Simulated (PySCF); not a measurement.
Sn(All)(H)3, SMILES C=C[CH2][SnH3], B3LYP/def2-SVP optimised geometry.

```
12

Sn     0.05    -1.58     0.00
C     -0.68     0.49     0.00
C     -0.07     1.30    -1.09
C     -0.67     1.69    -2.22
H     -0.51    -2.41     1.40
H     -0.51    -2.39    -1.41
H      1.78    -1.58     0.00
H     -1.78     0.44    -0.09
H     -0.44     0.89     1.00
H      0.98     1.58    -0.94
H     -1.72     1.45    -2.43
H     -0.14     2.27    -2.98
```

Density from B3LYP/def2-TZVP, def2 effective core potentials past Kr in PySCF at that geometry. The core electrons that the potentials of Sn replace are not part of the density.

Minimum of the electron density along straight lines between bonded atoms, close to the bond critical point (lines longer than 1.1 times the sum of covalent radii, or with two minima, are not listed):

```tsv
bond	length / Å	ρ at the minimum / e bohr⁻³	∇²ρ there / e bohr⁻⁵	position (fraction from the first atom)
Sn1–C2	2.202	(withheld)	(withheld)	0.51
C2–C3	1.492	0.262	(withheld)	0.50
C3–C4	1.340	0.349	-1.06	0.51
Sn1–H5	1.725	0.110	0.08	0.63
Sn1–H6	1.721	0.111	0.08	0.63
Sn1–H7	1.723	0.110	0.08	0.63
C2–H8	1.101	0.272	-0.91	0.64
C2–H9	1.102	0.271	-0.90	0.64
C3–H10	1.098	0.278	-0.97	0.64
C4–H11	1.095	0.277	-0.96	0.64
C4–H12	1.093	0.279	-0.97	0.64
```

Problem. Complete the blanks.

Solution. 
- Sn1–C2, ρ at the minimum / e bohr⁻³: 0.096
- Sn1–C2, ∇²ρ there / e bohr⁻⁵: 0.09
- C2–C3, ∇²ρ there / e bohr⁻⁵: -0.69
